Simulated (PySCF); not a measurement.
C₂H₆ClGe, SMILES [Ge]([Cl])([CH3])[CH3], multiplicity 2. Atoms are numbered in the order given.

```xyz
10

C      1.0934    -0.4407    -1.6309
Ge     0.3222     0.3780     0.0000
C      1.0934    -0.4407     1.6309
Cl    -1.8142    -0.1879     0.0000
H      0.5941    -0.0535    -2.5296
H      2.1706    -0.2223    -1.6857
H      0.9413    -1.5306    -1.5734
H      0.9413    -1.5306     1.5734
H      0.5941    -0.0535     2.5296
H      2.1706    -0.2223     1.6857
```
Charge 0, spin multiplicity 2.

Geometry: B3LYP-D3(BJ)/def2-SVP. The isomer is the one that the SMILES or the coordinates give; other isomers of the formula were not compared.

The numbers are results of TDA-PBE/def2-SVPD (PySCF 2.14.0), not measurements.

Vertical excitations. The molecule is in vacuum.

Computed lowest excited states:
| state | energy (eV) | λ (nm) | f | main pairs |
|---|---|---|---|---|
| root 1 | 3.23 | 384 | 0.010 | β HOMO→LUMO 99 % |
| root 2 | 3.82 | 325 | 0.009 | β HOMO−1→LUMO 94 % |
| root 3 | 4.32 | 287 | 0.011 | β HOMO−2→LUMO 98 % |
| root 4 | 4.32 | 287 | 0.050 | α HOMO→LUMO 95 % |
| root 5 | 4.77 | 260 | 0.020 | α HOMO→LUMO+1 11 %, β HOMO−3→LUMO 85 % |
| root 6 | 4.84 | 256 | 0.011 | α HOMO→LUMO+1 88 %, β HOMO−3→LUMO 11 % |
| root 7 | 5.26 | 236 | 0.073 | α HOMO→LUMO+2 98 % |
| root 8 | 5.61 | 221 | 0.069 | α HOMO→LUMO+3 99 % |
| root 9 | 6.17 | 201 | 0.014 | β HOMO−4→LUMO 98 % |
| root 10 | 6.19 | 200 | 0.001 | α HOMO−1→LUMO 75 %, β HOMO→LUMO+1 23 % |
Unrestricted roots are not spin-pure.
